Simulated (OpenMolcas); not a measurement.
Ir3+ (d6) in a complex was computed by CASSCF with the d shell active (OpenMolcas, ANO-RCC-VTZP on the metal). Its lowest spin-free states, and all those of the highest spin:

```
2S+1  Degeneracy  E (cm-1)
   1           1       0.0
   3           3      8058
   5           3      8946
   3           3     12126
   1           3     14004
   1           3     21869
   3           3     22741
   3           3     24023
   5           2     24904
   3           3     27088
   3           2     27427
   3           3     28630
```

Is the site octahedral, tetrahedral or cube-like, axial, or of lower symmetry?

The states with 2S+1 = 5 have orbital degeneracies 3, 2. Threefold states need a cubic site. For d6 at this spin an octahedron puts the threefold T2 below the twofold E and a tetrahedron or cube puts the twofold E below the threefold T2, so the site is octahedral. The first gap at this spin, 16000 cm-1, is |10Dq| in ligand-field theory. The run had Ir3+ with 6 ligands (oxide) in octahedral coordination (Oh) at 2.06 Å. A charge of +1.5 e stands 2.4 Å behind each ligand. Ligand basis ANO-RCC-VDZP.

Spin-orbit coupling mixes the spin-free states strongly: the lowest level takes only 60 % from its leading state, 1A1. Without dynamic correlation the repulsion within the d shell is too large (B by tens of per cent), so at a given field states of lower spin stand too high. This shell can be high or low spin here, a state of another spin lies low, and with metal d orbitals alone active their balance is uncertain, so the ground spin may be wrong, although the usual error favours high spin. The least metal-like active orbital is 73 % on the metal (Löwdin) and no ligand orbital is active, so the numbers are rough. The oxide ions are held by bare point charges, a crude embedding. With metal d orbitals alone the field can be off either way by tens of per cent. Ligand-to-metal charge-transfer states are missing. With no ligand orbital active B as a rule stays too high, so bands that hang on it stand too high and its fall with covalency is understated. No measured value stands beside these numbers; the geometry is a model, was not optimised and need not be the one that this ion takes.
